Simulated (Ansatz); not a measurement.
Species: sum formula SiHF (charge -1, doublet). 
Structure (B3LYP-D3(BJ)/def2-TZVP (Ansatz, a first-principles code) minimum search):
```xyz
3

Si    -0.2491    -0.3455     0.4756
H     -1.0310    -1.2241    -0.5643
F      0.5021     0.6735    -0.6771
```
Charge -1, spin multiplicity 2.

Basis-set convergence of Hartree-Fock and CCSD correlation energies (hartree) with Ansatz. Valence correlation only, unless marked. Open shells are spin-unrestricted. No spin-orbit coupling. No relativistic terms.

| basis | functions | E(HF) | E(corr, CCSD) |
|---|---|---|---|
| aug-cc-pV(D+d)Z | 64 | -388.98370 | -0.32400 |
| aug-cc-pV(T+d)Z | 124 | -389.02071 | -0.39322 |
| aug-cc-pV(Q+d)Z | 215 | -389.03123 | -0.41719 |

Extrapolating the two largest sets (X = 3 and 4) as X^-3: E(corr) = (64·(-0.41719) - 27·(-0.39322))/37 = -0.4347 Eh, an estimate of the basis-set limit. The largest set recovers 96.0 % of it, the smallest 74.5 %.
